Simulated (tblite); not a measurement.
`C=CC#C[SiH-]NC` (charge -1). Computed geometry: GFN2-xTB, gas phase.

```
atom  x, y, z in Å
C1    -1.2661   -2.9178   -1.3357
C2    -1.8541   -1.6967   -1.3784
C3    -1.3315   -0.5140   -0.8850
C4    -0.8453    0.5875   -0.6195
Si5   -0.4392    1.9945    0.4699
N6     1.2979    2.1240    0.7803
C7     1.8939    1.0558    1.5133
H8    -0.2974   -3.0639   -0.8841
H9    -1.7407   -3.7920   -1.7579
H10   -2.8376   -1.6170   -1.8482
H11   -0.6047    3.2208   -0.3726
H12    1.8624    2.3410   -0.0369
H13    1.9437    0.0992    0.9609
H14    2.9195    1.3084    1.8262
H15    1.2948    0.8784    2.4091
```

Task: What is the repulsion energy of the bare nuclei, Σ ZA·ZB/RAB?

Result: 301.39 Eh over 105 pairs, with full nuclear charges and distances in bohr; the largest single term is 29.31 Eh (Si5 with N6).

Task: Which two atoms are farthest apart?

Result: H9···H14, 7.78 Å; the next longest distance is 7.43 Å.

Task: Work out the bond lengths C1=C2, C1–H8, C3≡C4, C4–Si5, Si5–H11, N6–H12, C7–H13, C7–H15 in pm.

Result: For C1=C2 the difference vector is (-0.5880, 1.2211, -0.0427) Å, of length 1.3560 Å. C1=C2 135.6; C1–H8 107.9; C3≡C4 123.3; C4–Si5 182.5; Si5–H11 149.7; N6–H12 101.7; C7–H13 110.6; C7–H15 109.2 pm.

Task: Where is the centre of mass (commonest isotopes), and what is the radius of gyration?

Result: Mass 110.043 u; centre at (-0.294, 0.392, -0.074) Å; Rg = √(Σ m r²/M) = 2.448 Å. As Ia + Ib + Ic = 2 Σ m r², the three principal moments sum to 1319.1 u·Å².

Task: How far apart are these pairs, which share no bond: C3···Si5, C3···H14, C4···H10, Si5···H10, H13···H15?

Result: C3···Si5 2.987 Å (2 bonds apart); C3···H14 5.361 Å (5 bonds apart); C4···H10 3.215 Å (3 bonds apart); Si5···H10 4.916 Å (4 bonds apart); H13···H15 1.768 Å (2 bonds apart).

Task: How far are the heavy atoms from their best plane (unweighted least squares)?

Result: 0.195 Å rms; C1 0.02, C2 0.04, C3 0.01, C4 0.19, Si5 0.30, N6 0.32, C7 0.18 Å (magnitudes).

Task: What are the angles C2–C1–H9, C1–C2–H10, C3–C4–Si5, C4–Si5–N6, Si5–N6–H12, H13–C7–H14?

Result: From the scalar product of the two bond vectors; for C2–C1–H9 it is -0.7704 Å² over 1.3560 × 1.0806 Å², cos θ = -0.5258. C2–C1–H9 121.7°; C1–C2–H10 118.0°; C3–C4–Si5 154.8°; C4–Si5–N6 112.3°; Si5–N6–H12 114.8°; H13–C7–H14 107.4°.

Task: Give the dihedral angles H12–N6–C7–H15, C4–Si5–N6–H12, H12–N6–C7–H14.

Result: H12–N6–C7–H15 177° (antiperiplanar); C4–Si5–N6–H12 65° (synclinal); H12–N6–C7–H14 58° (synclinal). Dihedral signs follow IUPAC: positive where, seen along the central bond, the front bond turns clockwise onto the rear one.

Task: Write the matrix of distances between heavy atoms (Å, lower triangle).

Result: 
```
C1    0.000
C2    1.356  0.000
C3    2.447  1.384  0.000
C4    3.602  2.610  1.233  0.000
Si5   5.299  4.364  2.987  1.825  0.000
N6    6.039  5.403  4.080  2.986  1.769  0.000
C7    5.822  5.476  4.315  3.503  2.723  1.426  0.000
```

Its GFN2-xTB frequencies are all real (lowest 38 cm⁻¹).

The run took 0.74 s wall on one thread, Intel Xeon (x86_64), no GPU, shared host with 64 logical CPUs at a one-minute load of 61. These figures are those of the optimisation.

One conformer stands for the species.
